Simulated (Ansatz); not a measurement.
Basis-set series for C₂H₈N₂Si (`N=C([SiH3])CN`). Charge 0, multiplicity 1. The structure was optimised at the PBE0-D4/def2-TZVP level. It is one conformer, not always the lowest.

| functional | basis | functions | energy (Eh) | HOMO (eV) | LUMO (eV) |
| --- | --- | --- | --- | --- | --- |
| PBE0-D4 | def2-TZVPP | 278 | -479.73299 | -7.13 | -0.41 |
| PBE0-D4 | def2-QZVPP | 538 | -479.75386 | -7.17 | -0.48 |
| ωB97M-V | def2-TZVPP | 278 | -479.96537 | -9.47 | 1.77 |
| ωB97M-V | def2-QZVPP | 538 | -479.98500 | -9.51 | 1.41 |

(1) Give the rows for def2-SVP. (Best estimate.)

## Answers

(1) Computed: 
```csv
functional,basis,functions,energy (Eh),HOMO (eV),LUMO (eV)
PBE0-D4,def2-SVP,114,-479.41574,-6.91,-0.15
ωB97M-V,def2-SVP,114,-479.63746,-9.22,2.12
```

Positive LUMOs are unbound and depend on the basis.
